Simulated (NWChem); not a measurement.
C₃H₆OSi; SMILES O=C1C[SiH2]C1

```xyz
11

O      0.5070    -2.0954     0.0000
C      0.0335    -0.9835     0.0000
C     -0.2119    -0.0561    -1.2078
Si     0.1389     1.3898     0.0000
C     -0.2119    -0.0561     1.2078
H      0.3847    -0.2928    -2.0909
H     -1.2757    -0.0594    -1.4834
H     -0.8085     2.5340     0.0000
H      1.5416     1.8749     0.0000
H     -1.2757    -0.0594     1.4834
H      0.3847    -0.2928     2.0909
```
Atoms are numbered in this order, from 1.

All runs: NWChem. Pople sets run with spherical d functions. Coordinates come from a B3LYP/6-31G* (spherical d) optimisation. Atomic charges in e: unrestrained fits to the electrostatic potential beside Mulliken populations; buried atoms are poorly determined by the fit.

Q: Predict the results for Hartree-Fock/6-31G*. Quantities: ESP O1; Mulliken O1; ESP C2; Mulliken C2; ESP C3; Mulliken C3; ESP Si4; Mulliken Si4; ESP C5; Mulliken C5; relative RMS misfit of the potential (%).

A: 
```json
{
 "ESP O1": "-0.59",
 "Mulliken O1": "-0.53",
 "ESP C2": "0.72",
 "Mulliken C2": "0.53",
 "ESP C3": "-0.41",
 "Mulliken C3": "-0.70",
 "ESP Si4": "0.54",
 "Mulliken Si4": "0.78",
 "ESP C5": "-0.41",
 "Mulliken C5": "-0.70",
 "relative RMS misfit of the potential (%)": "19"
}
```
